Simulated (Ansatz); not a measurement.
A short molecular-dynamics run on HK, SMILES `[KH]`.

```yaml
crystal:
  periodic: [false, false, false]
  atoms:
    - {symbol: K, position_ang: [0.965054, -0.322288, 0.494575]}
    - {symbol: H, position_ang: [-0.965054, 0.322288, -0.494575]}
basis:
  gaussian: {orbitals: "6-31G*"}
hamiltonian: {xc: {name: revPBE}, dispersion: d3bjatm}
md: {timestep: 2 fs, n_steps: 50, ensemble: nvt_nose_hoover, temperature: 1500, initial_velocities: maxwell_boltzmann, seed: 47}
```

```sh
$ ansatz run in.yaml --threads 2 --pin off --events-out ev --progress --plain --max-ram 32768MiB --backend cpu
```

```json
{"step": "0", "time (fs)": "0.0", "potential energy (eV)": "-16336.1872", "kinetic (eV)": "0.0646", "T (K)": "1500", "conserved (eV)": "-16336.1226"}
{"step": "1", "time (fs)": "2.0", "potential energy (eV)": "-16336.1786", "kinetic (eV)": "0.0565", "T (K)": "1310", "conserved (eV)": "-16336.1221"}
{"step": "2", "time (fs)": "4.0", "potential energy (eV)": "-16336.1604", "kinetic (eV)": "0.0388", "T (K)": "901", "conserved (eV)": "-16336.1216"}
{"step": "3", "time (fs)": "6.0", "potential energy (eV)": "-16336.1407", "kinetic (eV)": "0.0196", "T (K)": "455", "conserved (eV)": "-16336.1211"}
{"step": "4", "time (fs)": "8.0", "potential energy (eV)": "-16336.1262", "kinetic (eV)": "0.0054", "T (K)": "124", "conserved (eV)": "-16336.1209"}
{"step": "5", "time (fs)": "10.0", "potential energy (eV)": "-16336.1208", "kinetic (eV)": "0.0000", "T (K)": "0", "conserved (eV)": "-16336.1208"}
{"step": "6", "time (fs)": "12.0", "potential energy (eV)": "-16336.1257", "kinetic (eV)": "0.0049", "T (K)": "114", "conserved (eV)": "-16336.1209"}
{"step": "7", "time (fs)": "14.0", "potential energy (eV)": "-16336.1399", "kinetic (eV)": "0.0189", "T (K)": "438", "conserved (eV)": "-16336.1211"}
{"step": "8", "time (fs)": "16.0", "potential energy (eV)": "-16336.1595", "kinetic (eV)": "0.0381", "T (K)": "885", "conserved (eV)": "-16336.1215"}
{"step": "9", "time (fs)": "18.0", "potential energy (eV)": "-16336.1780", "kinetic (eV)": "0.0563", "T (K)": "1306", "conserved (eV)": "-16336.1221"}
{"step": "10", "time (fs)": "20.0", "potential energy (eV)": "-16336.1872", "kinetic (eV)": "0.0652", "T (K)": "1514", "conserved (eV)": "-16336.1226"}
{"step": "11", "time (fs)": "22.0", "potential energy (eV)": "-16336.1804", "kinetic (eV)": "0.0587", "T (K)": "1362", "conserved (eV)": "-16336.1227"}
{"step": "12", "time (fs)": "24.0", "potential energy (eV)": "-16336.1581", "kinetic (eV)": "0.0372", "T (K)": "864", "conserved (eV)": "-16336.1220"}
{"step": "13", "time (fs)": "26.0", "potential energy (eV)": "-16336.1316", "kinetic (eV)": "0.0120", "T (K)": "279", "conserved (eV)": "-16336.1208"}
{"step": "14", "time (fs)": "28.0", "potential energy (eV)": "-16336.1189", "kinetic (eV)": "0.0000", "T (K)": "1", "conserved (eV)": "-16336.1201"}
{"step": "15", "time (fs)": "30.0", "potential energy (eV)": "-16336.1297", "kinetic (eV)": "0.0103", "T (K)": "239", "conserved (eV)": "-16336.1207"}
{"step": "16", "time (fs)": "32.0", "potential energy (eV)": "-16336.1558", "kinetic (eV)": "0.0354", "T (K)": "822", "conserved (eV)": "-16336.1219"}
{"step": "17", "time (fs)": "34.0", "potential energy (eV)": "-16336.1792", "kinetic (eV)": "0.0584", "T (K)": "1355", "conserved (eV)": "-16336.1226"}
{"step": "18", "time (fs)": "36.0", "potential energy (eV)": "-16336.1873", "kinetic (eV)": "0.0669", "T (K)": "1554", "conserved (eV)": "-16336.1226"}
{"step": "19", "time (fs)": "38.0", "potential energy (eV)": "-16336.1787", "kinetic (eV)": "0.0594", "T (K)": "1378", "conserved (eV)": "-16336.1221"}
{"step": "20", "time (fs)": "40.0", "potential energy (eV)": "-16336.1599", "kinetic (eV)": "0.0416", "T (K)": "965", "conserved (eV)": "-16336.1215"}
{"step": "21", "time (fs)": "42.0", "potential energy (eV)": "-16336.1393", "kinetic (eV)": "0.0216", "T (K)": "501", "conserved (eV)": "-16336.1211"}
{"step": "22", "time (fs)": "44.0", "potential energy (eV)": "-16336.1236", "kinetic (eV)": "0.0063", "T (K)": "147", "conserved (eV)": "-16336.1208"}
{"step": "23", "time (fs)": "46.0", "potential energy (eV)": "-16336.1172", "kinetic (eV)": "0.0001", "T (K)": "1", "conserved (eV)": "-16336.1207"}
{"step": "24", "time (fs)": "48.0", "potential energy (eV)": "-16336.1216", "kinetic (eV)": "0.0044", "T (K)": "102", "conserved (eV)": "-16336.1208"}
{"step": "25", "time (fs)": "50.0", "potential energy (eV)": "-16336.1358", "kinetic (eV)": "0.0185", "T (K)": "429", "conserved (eV)": "-16336.1210"}
{"step": "26", "time (fs)": "52.0", "potential energy (eV)": "-16336.1561", "kinetic (eV)": "0.0388", "T (K)": "900", "conserved (eV)": "-16336.1214"}
{"step": "27", "time (fs)": "54.0", "potential energy (eV)": "-16336.1761", "kinetic (eV)": "0.0587", "T (K)": "1363", "conserved (eV)": "-16336.1220"}
{"step": "28", "time (fs)": "56.0", "potential energy (eV)": "-16336.1869", "kinetic (eV)": "0.0698", "T (K)": "1621", "conserved (eV)": "-16336.1226"}
{"step": "29", "time (fs)": "58.0", "potential energy (eV)": "-16336.1811", "kinetic (eV)": "0.0647", "T (K)": "1501", "conserved (eV)": "-16336.1227"}
{"step": "30", "time (fs)": "60.0", "potential energy (eV)": "-16336.1577", "kinetic (eV)": "0.0427", "T (K)": "990", "conserved (eV)": "-16336.1220"}
{"step": "31", "time (fs)": "62.0", "potential energy (eV)": "-16336.1282", "kinetic (eV)": "0.0149", "T (K)": "346", "conserved (eV)": "-16336.1207"}
{"step": "32", "time (fs)": "64.0", "potential energy (eV)": "-16336.1126", "kinetic (eV)": "0.0002", "T (K)": "4", "conserved (eV)": "-16336.1199"}
{"step": "33", "time (fs)": "66.0", "potential energy (eV)": "-16336.1229", "kinetic (eV)": "0.0100", "T (K)": "232", "conserved (eV)": "-16336.1205"}
{"step": "34", "time (fs)": "68.0", "potential energy (eV)": "-16336.1513", "kinetic (eV)": "0.0374", "T (K)": "869", "conserved (eV)": "-16336.1218"}
{"step": "35", "time (fs)": "70.0", "potential energy (eV)": "-16336.1776", "kinetic (eV)": "0.0638", "T (K)": "1480", "conserved (eV)": "-16336.1226"}
{"step": "36", "time (fs)": "72.0", "potential energy (eV)": "-16336.1873", "kinetic (eV)": "0.0746", "T (K)": "1732", "conserved (eV)": "-16336.1226"}
{"step": "37", "time (fs)": "74.0", "potential energy (eV)": "-16336.1783", "kinetic (eV)": "0.0674", "T (K)": "1564", "conserved (eV)": "-16336.1220"}
{"step": "38", "time (fs)": "76.0", "potential energy (eV)": "-16336.1576", "kinetic (eV)": "0.0483", "T (K)": "1121", "conserved (eV)": "-16336.1214"}
{"step": "39", "time (fs)": "78.0", "potential energy (eV)": "-16336.1342", "kinetic (eV)": "0.0261", "T (K)": "607", "conserved (eV)": "-16336.1209"}
{"step": "40", "time (fs)": "80.0", "potential energy (eV)": "-16336.1160", "kinetic (eV)": "0.0085", "T (K)": "197", "conserved (eV)": "-16336.1206"}
{"step": "41", "time (fs)": "82.0", "potential energy (eV)": "-16336.1075", "kinetic (eV)": "0.0003", "T (K)": "7", "conserved (eV)": "-16336.1205"}
{"step": "42", "time (fs)": "84.0", "potential energy (eV)": "-16336.1109", "kinetic (eV)": "0.0036", "T (K)": "84", "conserved (eV)": "-16336.1205"}
{"step": "43", "time (fs)": "86.0", "potential energy (eV)": "-16336.1255", "kinetic (eV)": "0.0182", "T (K)": "422", "conserved (eV)": "-16336.1207"}
{"step": "44", "time (fs)": "88.0", "potential energy (eV)": "-16336.1478", "kinetic (eV)": "0.0408", "T (K)": "946", "conserved (eV)": "-16336.1212"}
{"step": "45", "time (fs)": "90.0", "potential energy (eV)": "-16336.1712", "kinetic (eV)": "0.0648", "T (K)": "1503", "conserved (eV)": "-16336.1218"}
{"step": "46", "time (fs)": "92.0", "potential energy (eV)": "-16336.1860", "kinetic (eV)": "0.0807", "T (K)": "1873", "conserved (eV)": "-16336.1225"}
{"step": "47", "time (fs)": "94.0", "potential energy (eV)": "-16336.1825", "kinetic (eV)": "0.0788", "T (K)": "1829", "conserved (eV)": "-16336.1228"}
{"step": "48", "time (fs)": "96.0", "potential energy (eV)": "-16336.1572", "kinetic (eV)": "0.0559", "T (K)": "1296", "conserved (eV)": "-16336.1221"}
{"step": "49", "time (fs)": "98.0", "potential energy (eV)": "-16336.1211", "kinetic (eV)": "0.0223", "T (K)": "518", "conserved (eV)": "-16336.1206"}
{"step": "50", "time (fs)": "100.0", "potential energy (eV)": "-16336.0982", "kinetic (eV)": "0.0010", "T (K)": "22", "conserved (eV)": "-16336.1194"}
```

Velocities are drawn at the set temperature; a run this short doesn't reach equilibrium.

Frames (Å, forces in eV/Å):

```xyz
2
time=0.0 fs
K     0.965   -0.322    0.495   -0.016    0.005   -0.008
H    -0.965    0.322   -0.495    0.016   -0.005    0.008
2
time=2.0 fs
K     0.967   -0.323    0.495   -0.186    0.062   -0.095
H    -1.024    0.342   -0.525    0.186   -0.062    0.095
2
time=4.0 fs
K     0.968   -0.323    0.496   -0.308    0.103   -0.158
H    -1.076    0.359   -0.551    0.308   -0.103    0.158
2
time=6.0 fs
K     0.969   -0.324    0.497   -0.386    0.129   -0.198
H    -1.116    0.373   -0.572    0.386   -0.129    0.198
2
time=8.0 fs
K     0.970   -0.324    0.497   -0.429    0.143   -0.220
H    -1.141    0.381   -0.585    0.429   -0.143    0.220
2
time=10.0 fs
K     0.970   -0.324    0.497   -0.442    0.148   -0.227
H    -1.150    0.384   -0.589    0.442   -0.148    0.227
2
time=12.0 fs
K     0.970   -0.324    0.497   -0.430    0.144   -0.220
H    -1.142    0.381   -0.585    0.430   -0.144    0.220
2
time=14.0 fs
K     0.969   -0.324    0.497   -0.389    0.130   -0.199
H    -1.117    0.373   -0.573    0.389   -0.130    0.199
2
time=16.0 fs
K     0.968   -0.323    0.496   -0.312    0.104   -0.160
H    -1.078    0.360   -0.552    0.312   -0.104    0.160
2
time=18.0 fs
K     0.967   -0.323    0.495   -0.192    0.064   -0.098
H    -1.026    0.343   -0.526    0.192   -0.064    0.098
2
time=20.0 fs
K     0.965   -0.322    0.495   -0.023    0.008   -0.012
H    -0.967    0.323   -0.496    0.023   -0.008    0.012
2
time=22.0 fs
K     0.964   -0.322    0.494    0.190   -0.063    0.097
H    -0.907    0.303   -0.465   -0.190    0.063   -0.097
2
time=24.0 fs
K     0.962   -0.321    0.493    0.417   -0.139    0.214
H    -0.854    0.285   -0.438   -0.417    0.139   -0.214
2
time=26.0 fs
K     0.961   -0.321    0.493    0.602   -0.201    0.308
H    -0.817    0.273   -0.419   -0.602    0.201   -0.308
2
time=28.0 fs
K     0.961   -0.321    0.492    0.678   -0.226    0.348
H    -0.803    0.268   -0.412   -0.678    0.226   -0.348
2
time=30.0 fs
K     0.961   -0.321    0.493    0.613   -0.205    0.314
H    -0.815    0.272   -0.418   -0.613    0.205   -0.314
2
time=32.0 fs
K     0.962   -0.321    0.493    0.435   -0.145    0.223
H    -0.851    0.284   -0.436   -0.435    0.145   -0.223
2
time=34.0 fs
K     0.963   -0.322    0.494    0.207   -0.069    0.106
H    -0.903    0.302   -0.463   -0.207    0.069   -0.106
2
time=36.0 fs
K     0.965   -0.322    0.495   -0.010    0.003   -0.005
H    -0.963    0.322   -0.494    0.010   -0.003    0.005
2
time=38.0 fs
K     0.967   -0.323    0.495   -0.185    0.062   -0.095
H    -1.023    0.342   -0.525    0.185   -0.062    0.095
2
time=40.0 fs
K     0.968   -0.323    0.496   -0.310    0.104   -0.159
H    -1.077    0.360   -0.552    0.310   -0.104    0.159
2
time=42.0 fs
K     0.969   -0.324    0.497   -0.391    0.131   -0.200
H    -1.119    0.374   -0.573    0.391   -0.131    0.200
2
time=44.0 fs
K     0.970   -0.324    0.497   -0.435    0.145   -0.223
H    -1.145    0.383   -0.587    0.435   -0.145    0.223
2
time=46.0 fs
K     0.970   -0.324    0.497   -0.451    0.150   -0.231
H    -1.156    0.386   -0.592    0.451   -0.150    0.231
2
time=48.0 fs
K     0.970   -0.324    0.497   -0.440    0.147   -0.226
H    -1.149    0.384   -0.589    0.440   -0.147    0.226
2
time=50.0 fs
K     0.969   -0.324    0.497   -0.402    0.134   -0.206
H    -1.125    0.376   -0.576    0.402   -0.134    0.206
2
time=52.0 fs
K     0.968   -0.323    0.496   -0.328    0.109   -0.168
H    -1.085    0.362   -0.556    0.328   -0.109    0.168
2
time=54.0 fs
K     0.967   -0.323    0.495   -0.209    0.070   -0.107
H    -1.033    0.345   -0.529    0.209   -0.070    0.107
2
time=56.0 fs
K     0.965   -0.322    0.495   -0.039    0.013   -0.020
H    -0.972    0.325   -0.498    0.039   -0.013    0.020
2
time=58.0 fs
K     0.964   -0.322    0.494    0.180   -0.060    0.092
H    -0.910    0.304   -0.466   -0.180    0.060   -0.092
2
time=60.0 fs
K     0.962   -0.321    0.493    0.420   -0.140    0.215
H    -0.854    0.285   -0.438   -0.420    0.140   -0.215
2
time=62.0 fs
K     0.961   -0.321    0.493    0.622   -0.208    0.319
H    -0.813    0.272   -0.417   -0.622    0.208   -0.319
2
time=64.0 fs
K     0.961   -0.321    0.492    0.714   -0.239    0.366
H    -0.797    0.266   -0.408   -0.714    0.239   -0.366
2
time=66.0 fs
K     0.961   -0.321    0.492    0.655   -0.219    0.335
H    -0.808    0.270   -0.414   -0.655    0.219   -0.335
2
time=68.0 fs
K     0.962   -0.321    0.493    0.469   -0.157    0.240
H    -0.843    0.282   -0.432   -0.469    0.157   -0.240
2
time=70.0 fs
K     0.963   -0.322    0.494    0.228   -0.076    0.117
H    -0.898    0.300   -0.460   -0.228    0.076   -0.117
2
time=72.0 fs
K     0.965   -0.322    0.495   -0.003    0.001   -0.002
H    -0.961    0.321   -0.493    0.003   -0.001    0.002
2
time=74.0 fs
K     0.967   -0.323    0.495   -0.189    0.063   -0.097
H    -1.025    0.342   -0.525    0.189   -0.063    0.097
2
time=76.0 fs
K     0.968   -0.323    0.496   -0.321    0.107   -0.165
H    -1.082    0.361   -0.555    0.321   -0.107    0.165
2
time=78.0 fs
K     0.969   -0.324    0.497   -0.406    0.136   -0.208
H    -1.128    0.377   -0.578    0.406   -0.136    0.208
2
time=80.0 fs
K     0.970   -0.324    0.497   -0.453    0.151   -0.232
H    -1.158    0.387   -0.593    0.453   -0.151    0.232
2
time=82.0 fs
K     0.970   -0.324    0.497   -0.471    0.157   -0.242
H    -1.171    0.391   -0.600    0.471   -0.157    0.242
2
time=84.0 fs
K     0.970   -0.324    0.497   -0.464    0.155   -0.238
H    -1.165    0.389   -0.597    0.464   -0.155    0.238
2
time=86.0 fs
K     0.970   -0.324    0.497   -0.430    0.144   -0.221
H    -1.142    0.382   -0.585    0.430   -0.144    0.221
2
time=88.0 fs
K     0.969   -0.323    0.496   -0.361    0.121   -0.185
H    -1.103    0.368   -0.565    0.361   -0.121    0.185
2
time=90.0 fs
K     0.967   -0.323    0.496   -0.246    0.082   -0.126
H    -1.048    0.350   -0.537    0.246   -0.082    0.126
2
time=92.0 fs
K     0.966   -0.322    0.495   -0.074    0.025   -0.038
H    -0.984    0.329   -0.504    0.074   -0.025    0.038
2
time=94.0 fs
K     0.964   -0.322    0.494    0.157   -0.052    0.080
H    -0.916    0.306   -0.469   -0.157    0.052   -0.080
2
time=96.0 fs
K     0.962   -0.321    0.493    0.423   -0.141    0.217
H    -0.853    0.285   -0.437   -0.423    0.141   -0.217
2
time=98.0 fs
K     0.961   -0.321    0.492    0.665   -0.222    0.341
H    -0.806    0.269   -0.413   -0.665    0.222   -0.341
2
time=100.0 fs
K     0.960   -0.321    0.492    0.793   -0.265    0.406
H    -0.783    0.262   -0.401   -0.793    0.265   -0.406
```

Run time 41 s (2 threads of an AMD EPYC 7R13 on a shared host); peak host memory 0.16 GiB.
